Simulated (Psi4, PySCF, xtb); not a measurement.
Interaction energy of Cl2 ··· Cl2 (SMILES ClCl and ClCl). Monomers: optimised at B3LYP-D3(BJ) (def2-TZVP), held rigid. Orientation: a higher rigid-body minimum at GFN2-xTB (searched outside a hard wall at short contacts). R is the distance of the centres of mass, along which the second monomer moves. The shortest distances reach bonding range, where SAPT0 and rigid monomers are unreliable.

Geometry at R = 4.14 Å (first 2 atoms: monomer A):
```
4

Cl     1.0067     0.0000     0.0000
Cl    -1.0067     0.0000     0.0000
Cl    -3.7174     0.3303     0.1464
Cl    -4.1047     1.9250     1.3131
```

- GFN1-xTB (xtb)
- RKS-BP86/6-31G* = restricted BP86/6-31G*, spherical d, no counterpoise correction (PySCF)
- RMP2/3-21G = PySCF 2.14.0 with restricted MP2 (frozen core)/3-21G, no counterpoise correction
- SAPT0/jun-cc-pVDZ, frozen core (Psi4)

Interaction energies in kJ/mol; the last columns give the difference from SAPT0:

```tsv
R / Å	GFN1-xTB	RKS-BP86/6-31G*	RMP2/3-21G	SAPT0/jun-cc-pVDZ	GFN1-xTB − SAPT0/jun-cc-pVDZ	RKS-BP86/6-31G* − SAPT0/jun-cc-pVDZ	RMP2/3-21G − SAPT0/jun-cc-pVDZ
3.74	7.46	51.68	101.36	86.26	-78.80	-34.58	15.09
3.97	-7.66	18.71	37.71	38.22	-45.88	-19.51	-0.51
4.14	-8.34	7.39	15.31	18.99	-27.33	-11.59	-3.67
4.31	-6.57	2.00	4.11	8.14	-14.71	-6.14	-4.03
4.56	-4.13	-0.57	-2.05	0.84	-4.98	-1.41	-2.89
4.81	-2.74	-0.62	-3.06	-1.44	-1.30	0.82	-1.61
5.14	-1.86	0.04	-2.34	-1.75	-0.11	1.79	-0.59
5.67	-1.21	0.47	-1.06	-1.08	-0.13	1.56	0.02
6.34	-0.71	0.25	-0.32	-0.50	-0.21	0.76	0.18
7.32	-0.30	0.03	-0.08	-0.17	-0.13	0.20	0.09
8.61	-0.10	0.00	-0.02	-0.05	-0.05	0.06	0.03
```

GFN1-xTB is furthest from SAPT0/jun-cc-pVDZ at 3.74 (-78.80 kJ/mol, below); its mean absolute difference over the points is 15.78 kJ/mol.

RKS-BP86/6-31G* is furthest from SAPT0/jun-cc-pVDZ at 3.74 (-34.58 kJ/mol, below); its mean absolute difference over the points is 7.13 kJ/mol.

RMP2/3-21G is furthest from SAPT0/jun-cc-pVDZ at 3.74 (15.09 kJ/mol, above); its mean absolute difference over the points is 2.61 kJ/mol.
